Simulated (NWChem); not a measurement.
System: GeHOCl, singlet; SMILES [OH][Ge][Cl]

NWChem input:

```
start job
memory heap 200 mb stack 900 mb global 1100 mb
geometry units angstroms noautoz
  Ge     0.375283     0.522250     0.000000
  Cl    -0.123630    -1.612776     0.000000
  O     -1.304197     1.121611     0.000000
  H     -1.350247     2.086615     0.000000
end
basis spherical
  Ge library def2-svpd
  Cl library def2-svpd
  O library def2-svpd
  H library def2-svpd
end
dft
  xc xpbe96 cpbe96
  iterations 150
  mulliken
end
task dft energy
```

Low-valent species are run as closed-shell singlets; no triplet was tried in these runs. Coordinates come from a PBE0/def2-SVP optimisation.

Task: Give the results of this calculation. (PBE/def2-SVPD.) Quantities: basis functions; energy (Ha); highest occupied level (eV); orbital gap (eV); dipole (D).

Result: The number of basis functions comes out as 96 and the energy (Ha) is -2612.07. The highest occupied level (eV) is -6.76, the orbital gap (eV) comes out as 3.55 and the dipole (D) is 3.12.
